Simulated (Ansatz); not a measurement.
```yaml
crystal:
  periodic: [false, false, false]
  atoms:
    - {symbol: B, position_ang: [-1.466345, 0.256086, -0.639040]}
    - {symbol: C, position_ang: [-0.361981, -0.106177, -0.010370]}
    - {symbol: C, position_ang: [0.576030, -1.424839, -0.372385]}
    - {symbol: Al, position_ang: [0.598550, 1.030236, 1.294130]}
    - {symbol: H, position_ang: [-1.774522, -0.581396, -1.890398]}
    - {symbol: H, position_ang: [-2.313939, 1.037028, -0.236923]}
    - {symbol: H, position_ang: [-0.190399, -1.506824, -1.425189]}
    - {symbol: H, position_ang: [1.729853, -1.603135, -0.320976]}
    - {symbol: H, position_ang: [2.130505, 0.350778, 1.817929]}
    - {symbol: H, position_ang: [-0.241547, 1.963396, 1.857465]}
basis:
  gaussian: {orbitals: 6-31G, point_charges: [{charge: 2.00, position_ang: [5.334, -0.936, -0.152]}]}
hamiltonian: {xc: {name: TPSS}}
```

```sh
$ ansatz run in.yaml --threads 2 --pin off --events-out ev --progress --plain --max-ram 4352MiB
```

Output, abridged:

```
Error: YAML parse error: error: line 16 column 19: hamiltonian.xc: no functional is named "TPSS"; the names, which are not case-sensitive, are SVWN5, SPW92, PBE, PBE0, PBEsol, revPBE, revPBE0, RPBE, rPW86-PBE, HSE06, wPBEh, LC-wPBE, HISS, HF, BLYP, B3LYP, B3LYP5, BHLYP, CAM-B3LYP, r2SCAN, r2SCANh, r2SCAN0, r2SCAN50, m-r2SCAN, B97, wB97, wB97X, wB97X-V, B97M-V, wB97M-V, B2PLYP, B2GP-PLYP, PBE0-DH, PBE-QIDH
14 | basis:
15 |   gaussian: {orbitals: 6-31G, point_charges: [{charge: 2.00, position_ang: [5.334, …
16 | hamiltonian: {xc: {name: TPSS}}
```

(1) Something in this input is off. What?

Answers

(1) The method's name isn't one that the program takes here. The input was rejected before any iteration.

HSE06 is defined as in plane-wave codes.
